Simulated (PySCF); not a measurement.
# `CC#C[Si@H](O)[C@H](F)[SiH3]`, C4H9FOSi2

Geometry:
```
atom   x (Å)   y (Å)   z (Å)
  C1  -3.260   0.920  -0.031
  C2  -2.050   0.140  -0.151
  C3  -1.040  -0.508  -0.259
 Si4   0.525  -1.477  -0.406
  O5   0.440  -2.912   0.354
  C6   1.911  -0.397   0.379
  F7   1.720  -0.409   1.777
 Si8   2.041   1.425  -0.181
  H9  -4.117   0.263   0.115
 H10  -3.184   1.597   0.819
 H11  -3.413   1.506  -0.938
 H12   0.856  -1.845  -1.775
 H13   0.446  -2.964   1.307
 H14   2.877  -0.894   0.238
 H15   0.778   2.104   0.098
 H16   2.329   1.401  -1.616
 H17   3.132   2.062   0.559
```

Method: TDDFT wB97X-D/def2-SVPD circular dichroism and optical rotation, one conformer, gas phase (PySCF). Geometry: GFN2-xTB.

The molecule is flexible and this is one conformer; a measurement averages over conformers.

(1) What are the CIP labels of the stereocentres?

(2) Which excitations and rotatory strengths does the calculation give?

Answers

(1) Si4 S, C6 R.

(2) Rotatory strengths R in 10⁻⁴⁰ esu² cm², velocity form and length form (origin at the centre of mass); f in length form.
```csv
state,E (eV),λ (nm),f,R (velocity),R (length),main
1,5.87,211,0.0003,-2.4,-2.3,HOMO→LUMO 0.63
2,6.23,199,0.005,-3.0,-2.9,"HOMO−1→LUMO 0.43, HOMO→LUMO+1 0.19"
3,6.35,195,0.0003,-2.6,-2.3,"HOMO−1→LUMO+1 0.46, HOMO−1→LUMO+2 0.20"
4,6.72,184,0.021,-2.0,-0.6,"HOMO−2→LUMO 0.61, HOMO→LUMO 0.14"
5,7.54,164,0.049,+18.1,+16.8,"HOMO→LUMO+1 0.43, HOMO→LUMO+2 0.19"
6,7.61,163,0.039,+26.1,+23.9,"HOMO→LUMO+2 0.30, HOMO−2→LUMO+1 0.19"
7,7.68,161,0.025,+5.6,+4.3,"HOMO−1→LUMO+2 0.41, HOMO−1→LUMO+1 0.11"
8,7.75,160,0.029,-18.1,-16.9,HOMO−3→LUMO 0.57
```

Among the states computed, the strongest CD band (largest |R|) is state 6. The largest dissymmetry factor in size, g = 4R/(D+G), with D and G the electric and magnetic dipole strengths, is -0.063 for state 1 (velocity form, f = 0.0003), among bands with |R| over 0.5. The mirror image has the same energies and oscillator strengths and all R with the opposite sign.
